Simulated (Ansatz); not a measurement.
Gas-phase reaction R1 + R2 → P1 + P2, each structure at its B3LYP-D3(BJ)/def2-TZVP stationary point, reached from a drawn start (curvature not checked).
P1: Cl atom, charge 0, multiplicity 2.
R1: F atom, charge 0, multiplicity 2.
R2, HCl (SMILES Cl) (charge 0, multiplicity 1):
```xyz
2

Cl     0.00000     0.00000     0.64101
H      0.00000     0.00000    -0.64101
```
P2, HF (SMILES F) (charge 0, multiplicity 1, Z-matrix in Å and degrees):
```
F
H 1 0.9245
```

P less R. No zero-point or thermal terms; singlets are restricted closed shells; open shells are unrestricted; no spin–orbit coupling.

Programs: Ansatz (Gaussian basis) for Hartree–Fock, density functionals and correlated methods. All values are computed, each at the level named.

```csv
level,reaction energy (eV)
HF/aug-cc-pV(D+d)Z,-0.826
HF/aug-cc-pV(T+d)Z,-0.854
PBE/def2-TZVPPD,-1.535
BLYP/def2-TZVPPD,-1.579
revPBE/def2-TZVPPD,-1.471
B97M-V/def2-TZVPPD,-1.283
B3LYP/def2-TZVPPD,-1.473
PBE0/def2-TZVPPD,…
CAM-B3LYP/def2-TZVPPD,…
```

**Question.** What belongs in the gaps?

**Answer.** 
- PBE0/def2-TZVPPD, reaction energy (eV): -1.375
- CAM-B3LYP/def2-TZVPPD, reaction energy (eV): -1.509

Ansatz is an electronic-structure program.
